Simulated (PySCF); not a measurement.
# How methods differ on the excitation energy of K

K [Ar] 4s1 (2S) → K [Ar] 4p1 (2P), as a difference of total energies. Computed with PySCF 2.14 in aug-cc-pwCVTZ-X2C (9s8p6d3f, 84 functions), with the spin-free X2C one-electron Hamiltonian (Gaussian nucleus). Correlated levels: valence and next inner shell: [Ne] frozen; nothing frozen. The calculations carry no spin-orbit coupling.

```json
{"method": "UHF", "excitation energy (cm⁻¹)": "11456"}
{"method": "LDA", "excitation energy (cm⁻¹)": "12359"}
{"method": "PBE", "excitation energy (cm⁻¹)": "11168"}
{"method": "PBE0", "excitation energy (cm⁻¹)": "11287"}
{"method": "r2SCAN", "excitation energy (cm⁻¹)": "10912"}
{"method": "B3LYP", "excitation energy (cm⁻¹)": "11977"}
{"method": "wB97X-V", "excitation energy (cm⁻¹)": "12237"}
{"method": "TPSSh", "excitation energy (cm⁻¹)": "10515"}
{"method": "wB97X", "excitation energy (cm⁻¹)": "11287"}
{"method": "MP2 (valence and next inner shell)", "excitation energy (cm⁻¹)": "12917"}
{"method": "SCS-MP2 (valence and next inner shell)", "excitation energy (cm⁻¹)": "12608"}
{"method": "MP2 (all electrons)", "excitation energy (cm⁻¹)": "12932"}
{"method": "SCS-MP2 (all electrons)", "excitation energy (cm⁻¹)": "12619"}
```

Errors of the correlated levels include the incompleteness of this basis and the frozen core.

For comparison: 13024 cm⁻¹ (measured; NIST levels, between the centres of gravity of the two terms).
